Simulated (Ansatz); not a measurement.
Frontier orbitals of CH6AlNSe, SMILES `[CH3][Al]([NH2])[SeH]`.

Charge 0, multiplicity 1. Correlated methods include outer-core shells of Se, which these sets cover unevenly. Scalar relativity is left out up to krypton. The structure was optimised at the PBE0-D4/def2-TZVP level. It is one conformer, not always the lowest. Basis def2-TZVPP, Ansatz 0.2.0.

Orbital energies of one run (eV). Highest occupied ones, from the top: -7.86, -8.94, -8.95, -10.46, -11.67, -12.59, -12.59, -13.66, -14.90, -20.94, -21.34, -25.59, -62.17, -62.18. Empty: 0.65, 0.91, 1.26, 1.92, 2.32, 3.58.

Which functional gave them?
A. PBE0
B. HSE06 (plane-wave form)
C. LDA (SPW92)
D. BHLYP

D. HOMO energies: BHLYP -7.86, HSE06 -6.47, LDA (SPW92) -5.84, PBE0 -6.87 eV.
